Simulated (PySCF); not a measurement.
A calculated (PBE0, PySCF 2.14, cc-pVTZ-DK, the spin-free X2C one-electron Hamiltonian (Gaussian nucleus)) atom or ion has these occupied shells.

```
shell  electrons  orbital energy (eV)  rms radius, mean of both spins (bohr)
 1s α          1              -4911.0                                 0.0804
 1s β          1              -4911.0                                 0.0804
 2s α          1              -557.47                                  0.352
 2s β          1              -556.81                                  0.352
 2p α          3              -461.91                                  0.321
 2p β          3              -461.35                                  0.321
 3s α          1              -75.116                                   1.08
 3s β          1              -72.873                                   1.08
 3p α          3              -49.832                                   1.18
 3p β          3              -47.437                                   1.18
 3d α          2              -14.283                                   1.69
 4s α          1              -11.513                                   3.38
```

Task: Name the element and its charge.

Result: Ti⁺ (titanium, charge +1), in [Ar] 3d2 4s1, high-spin 4F determinant.
